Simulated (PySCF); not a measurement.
# Which determinant of NaTe lies lowest?

Unrestricted PBE0; basis Na cc-pVDZ, Te cc-pVDZ-PP with ECP28; scalar-relativistic core potentials; PySCF 2.14. Outer shells of the fragments: Na 3s1; Te 4d10 5s2 5p4.

Followed along the bond (rough minima from three points):

| 2Ms+1 | unpaired | ⟨S²⟩ at the start | R at minimum (Å) | Te (eV) |
| --- | --- | --- | --- | --- |
| 2 | π ↑ | 0.75 | 2.82 | 0.00 |
| 2 | σ ↑ | 0.75 | 2.77 | 0.73 |
| 4 | σ ↑, π ↑↑ | 3.75 | none in the scan | ≤ 2.13 |

Solutions found at the starting distance of 2.895 Å, counted from the lowest of them; the search is not exhaustive and high or unbound solutions are not listed, so other states can lie among these:

| 2Ms+1 | unpaired | term | E (eV) | ⟨S²⟩ | ⟨Lz²⟩ | μ (D) |
| --- | --- | --- | --- | --- | --- | --- |
| 2 | π ↑ | ²Π | 0.00 | 0.75 | 1.01 | -8.30 |
| 2 | σ ↑ | ²Σ⁺ | 0.75 | 0.75 | 0.00 | -9.14 |
| 4 | σ ↑, π ↑↑ | ⁴Σ⁻ | 2.27 | 3.75 | 0.00 | 3.35 |
| 2 | σ ↓, π ↑↑ | mixed | 2.32 | 1.75 | 0.00 | 3.71 |
| 2 | σ ↑, π ↑↓ | mixed | 2.66 | 1.76 | 2.01 | 3.52 |
| 4 | σ ↑↑, π ↑ | ⁴Π | 2.69 | 3.75 | 1.01 | 3.16 |
| 4 | π ↑↑↑ | ⁴Π | 3.70 | 3.75 | 1.00 | 1.91 |
| 2 | σ ↑ | mixed | 3.76 | 0.75 | 2.00 | 3.52 |
| 4 | σ ↑, π ↑↑ | mixed | 4.19 | 3.75 | 2.00 | 1.40 |
| 4 | σ ↑, π ↑↑ | mixed | 4.30 | 3.75 | 2.00 | 1.65 |

A term symbol is given only where ⟨S²⟩ and ⟨Lz²⟩ are close to those of a pure state; real π, δ and φ orbitals otherwise mix terms. A positive dipole means Na(−)Te(+).

Spin–orbit coupling is left out. Counting both spins, an empty level lies below a filled one in some of these solutions, because spin and occupation are held.
